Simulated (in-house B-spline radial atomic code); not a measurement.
Values are calculated unless marked as measured or tabulated.
## Correlation energy from the adiabatic connection: −Z/r, Z = 8.05, wall at 0.72 bohr

Two electrons in a singlet, external potential −Z/r, Z = 8.05, wall at 0.72 bohr (atomic units). Full CI in B-splines (partial waves to l = 8, correlation up to 0.6 % small) with the density held fixed gives W(λ) = <V_ee>_λ − U, and E_c is the integral of W(λ) − W(0) from 0 to 1.

| λ | W(λ) − W(0) (hartree) |
| --- | --- |
| 0 | 0.00000 |
| 0.02 | -0.00186 |
| 0.05 | -0.00464 |
| 0.12 | -0.01110 |
| 0.25 | -0.02298 |
| 0.4 | -0.03651 |
| 0.6 | -0.05427 |
| 0.8 | -0.07170 |
| 1 | -0.08882 |

(1) Integrate the table by the trapezoid rule.

(2) Now use only three numbers: W(0) = -4.8905, the initial slope W'(0) = -0.09299 (extrapolated from the first points) and the strong-coupling limit of the point-charge-plus-continuum model, W∞ = -6.8007. What do second-order theory and the interpolation W(λ) = W∞ + (W(0) − W∞)/√(1 + 2χλ) of Seidl, Perdew and Levy give?

## Answers

(1) The strips give -0.00002, -0.00010, -0.00055, -0.00222, -0.00446, -0.00908, -0.01260, -0.01605, which sum to -0.04507 hartree. The direct value, W(1) − W(0) + T_c with T_c = 0.04373, is -0.04509; the curve is convex, so chords lie above it and the trapezoids fall short in size by 0.04 %.

(2) Second order keeps the slope alone: E_c = W'(0)/2 = -0.04650, +3 % in size against -0.04509. Matching the slope fixes χ = W'(0)/(W∞ − W(0)) = -0.09299/(-1.91020) = 0.04868. Integrating, with s = √(1 + 2χ) = 1.047550, E_c = −(W(0) − W∞)(s − 1)/(s + 1) = −1.91020 × 0.047550/2.047550 = -0.04436 hartree, -1.6 % in size against the full result. At λ = 1 the formula gives W − W(0) = -0.08671 against -0.08882. Part of the miss can come from the model's W∞.
